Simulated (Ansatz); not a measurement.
Relaxation of BCl2FH2 (6 atoms, charge 0, multiplicity 1), to a largest force component of 0.03 eV/Å in at most 50 steps.

All numbers below come from RKS PBE0/def2-SVP in Ansatz.

```xyz
6
Properties=species:S:1:pos:R:3
B 0.019 -0.572 -0.438
H 0.010 0.145 1.849
Cl 1.528 0.205 -0.837
Cl -1.512 0.167 -0.830
F 0.035 -1.776 0.094
H 0.025 -0.572 1.853
```

Task: Where does it end, and by what steps?

Result: The run converged. After 8 steps the energy has fallen by 0.163 eV; H6 moved furthest, 0.51 Å.

| step | energy less start (eV) | largest force component (eV/Å) | accepted |
| --- | --- | --- | --- |
| 0 | 0.0000 | 1.776 | yes |
| 1 | -0.1185 | 0.320 | yes |
| 2 | 0.0228 | 1.917 | no |
| 3 | -0.1304 | 0.405 | yes |
| 4 | -0.1389 | 0.772 | yes |
| 5 | -0.1547 | 0.368 | yes |
| 6 | -0.1603 | 0.216 | yes |
| 7 | -0.1629 | 0.043 | yes |
| 8 | -0.1633 | 0.023 | yes |

```xyz
6
Properties=species:S:1:pos:R:3
B 0.019 -0.644 -0.700
H 0.010 0.285 2.282
Cl 1.530 0.171 -1.003
Cl -1.513 0.131 -0.996
F 0.036 -1.874 -0.243
H 0.024 -0.472 2.351
```

Whether the end is a true minimum wasn't checked by a vibrational analysis.

Run time: 26 s on 1 thread of Arm Neoverse V1, on a shared host, peak memory 0.14 GiB.
